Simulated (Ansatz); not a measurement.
```yaml
crystal:
  periodic: [false, false, false]
  atoms:
    - {symbol: N, position_ang: [-1.323597, -0.284283, -0.643476]}
    - {symbol: Sn, position_ang: [0.565541, 0.953666, -1.243960]}
    - {symbol: N, position_ang: [1.260558, -0.004492, 0.831696]}
    - {symbol: H, position_ang: [-1.720509, -0.729345, 0.074054]}
    - {symbol: H, position_ang: [-2.147543, 0.172722, -1.232750]}
    - {symbol: H, position_ang: [2.043242, 0.250277, 0.695266]}
    - {symbol: H, position_ang: [1.046478, -0.380768, 1.389818]}
basis:
  gaussian: {orbitals: def2-TZVP}
total_charge: 1
magnetization: {spin_polarized: true, initial_magnetization: 1}
hamiltonian: {xc: {name: r2SCAN0}, dispersion: d4}
output: {forces: true}
```

```sh
$ ansatz run in.yaml --threads 4 --pin off --events-out ev --progress --plain --max-ram 10444MiB
```

Output, abridged:

```
Functional definition: r2SCAN0
  name "r2SCAN0"
  cite "Bursch, Neugebauer, Ehlert & Grimme, J. Chem. Phys. 156, 134105 (2022) doi:10.1063/5.0086040"
  cite "Furness, Kaplan, Ning, Perdew & Sun, J. Phys. Chem. Lett. 11, 8208 (2020) doi:10.1021/acs.jpclett.0c02405"
  cite "Furness, Kaplan, Ning, Perdew & Sun, J. Phys. Chem. Lett. 11, 9248 (2020) doi:10.1021/acs.jpclett.0c03077"
  parent r2scan
  parameter a = 0.25
  parameter k0 = 0.174
  parameter k1 = 0.065
  parameter a1 = 4.9479
  exchange = (1 - a)*r2scan_x(k0 = k0, k1 = k1, a1 = a1) + a*exact_x
  correlation = r2scan_c
947 factors; their error is unknown
mean field evaluation 1: about -8821.6535 eV, gradient 9.3e1 eV
mean field evaluation 2: about -8648.1199 eV, gradient 1.7e2 eV
mean field evaluation 4: about -8858.6009 eV, gradient 2.7e1 eV
mean field evaluation 8: about -8862.5873 eV, gradient 1.4e0 eV
mean field evaluation 16: about -8862.6371 eV, gradient 2.5e-2 eV
mean field -8862.71921429 eV, -325.6989237584 hartree, gradient 3.9e-5 eV, S^2 0.998136; 2 other end points of the search recorded, 0 dependent functions left out
the calculation of the forces begins
reference -8862.71922621 eV, -325.6989241964 hartree; 20, 19 occupied and 116, 117 virtual orbitals, 947 factors
Total energy: -8862.74940232 eV, -325.7000331479 hartree
Atom 0 at    -1.323597    -0.284283    -0.643476 Å, force     0.530422     5.416999    -6.135141 eV/Å
Atom 1 at     0.565541     0.953666    -1.243960 Å, force    -1.188896    -2.304934     2.630791 eV/Å
Atom 2 at     1.260558    -0.004492     0.831696 Å, force    -1.053966    18.601950   -32.860313 eV/Å
Atom 3 at    -1.720509    -0.729345     0.074054 Å, force    -1.586287    -2.403248     3.744731 eV/Å
Atom 4 at    -2.147543     0.172722    -1.232750 Å, force     2.009617    -1.717609     1.580116 eV/Å
Atom 5 at     2.043242     0.250277     0.695266 Å, force    13.438187     3.837891    -0.710184 eV/Å
Atom 6 at     1.046478    -0.380768     1.389818 Å, force   -12.149077   -21.431050    31.749999 eV/Å
Dipole moment:    -0.247106    -0.057545     0.132305 e Å
```

Run time 5.5 s (4 threads of an Arm Neoverse V1 on a shared host); peak host memory 0.38 GiB.
